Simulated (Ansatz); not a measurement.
Input for Ansatz (a quantum-chemistry and plane-wave program): U-CCSD(T)/def2-QZVPP on F (SMILES [F]). The basis file is the Basis Set Exchange's JSON of that set.

Ansatz 0.2 input:
```yaml
crystal:
  periodic: [false, false, false]
  atoms:
    - {symbol: F, position_ang: [0.00000000, 0.00000000, 0.00000000]}
basis:
  gaussian:
    orbitals: def2-QZVPP.json
magnetization: {spin_polarized: true, initial_magnetization: 1}
correlation: {method: ccsd_t, electrons: outside_noble_gas}
scf: {omitted_lower_state_checks: [cluster_reference]}
```

Q: Predict the final total energy.

A: -99.6512 hartree (reference determinant -99.4159, T1 diagnostic 0.006).
